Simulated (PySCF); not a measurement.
C5H8O3.
Cartesian coordinates in Å at the GFN2-xTB level; atoms count from 1:
```xyz
16
C5H8O3 angstrom
C     -1.887    0.358   -1.362
C     -0.748    0.980   -0.632
C      0.003    0.381    0.283
C     -0.124   -1.048    0.759
O      0.419   -1.974   -0.145
O      1.029    1.147    0.882
C      2.260    0.676    0.901
O      2.655   -0.358    0.441
H     -1.951   -0.707   -1.172
H     -2.820    0.838   -1.068
H     -1.759    0.515   -2.431
H     -0.527    2.010   -0.879
H     -1.180   -1.307    0.865
H      0.352   -1.134    1.748
H      1.366   -1.774   -0.231
H      2.906    1.405    1.417
```

Level of theory: PySCF 2.14.0, density-fitted response routines, TDDFT CAM-B3LYP/def2-SVPD, vertical, gas phase, core orbitals frozen in the response.

Excitation energies and transition dipoles (atomic units, axes of the coordinates) of those of the lowest 8 singlets that add 0.02 au or more to the mean polarisability:

| state | ΔE (hartree) | μx | μy | μz |
| --- | --- | --- | --- | --- |
| S1 | 0.2169 | -0.244 | 0.175 | -0.256 |
| S2 | 0.2330 | 0.786 | -0.373 | 0.465 |
| S3 | 0.2477 | -0.302 | -0.104 | -0.039 |
| S4 | 0.2588 | 0.646 | -0.447 | 0.514 |
| S5 | 0.2652 | -0.428 | 0.311 | -0.555 |
| S6 | 0.2781 | -0.004 | -0.130 | 0.233 |
| S7 | 0.2906 | 0.102 | 0.104 | 0.076 |
| S8 | 0.2915 | -0.260 | -0.014 | -0.006 |

Task: What does each state add to αxx, αyy and αzz, and how do the sums compare with the full static tensor?

Result: Each state adds 2 μα² / ΔE.

```csv
state,αxx (au),αyy (au),αzz (au)
S1,0.55,0.28,0.61
S2,5.31,1.20,1.85
S3,0.74,0.09,0.01
S4,3.23,1.54,2.05
S5,1.38,0.73,2.33
S6,0.00,0.12,0.39
S7,0.07,0.08,0.04
S8,0.46,0.00,0.00
all 8 states,11.7,4.0,7.3
full response,82.5,70.1,65.9
share (%),14,6,11
```

The rest comes from the higher roots of the same response equations.

Task: Give the full tensor and its principal values.

Result: In au, rows and columns x, y, z:
```
x   82.5 -4.5 14.4
y   -4.5 70.1 -2.3
z   14.4 -2.3 65.9
```
Principal values 57.6, 68.9 and 92.0 au; mean 72.8 au (10.79 Å³).

Task: By how much does the contribution of these states grow at 632.8 nm?

Result: With ω = 0.0720 hartree each state's term in the mean polarisability goes from f / ΔE² to f / (ΔE² − ω²), f = (2/3) ΔE |μ|²; the sum over all 8 states goes from 7.68 to 8.39 au, a rise of 0.71 au.

One conformer stands for the species.
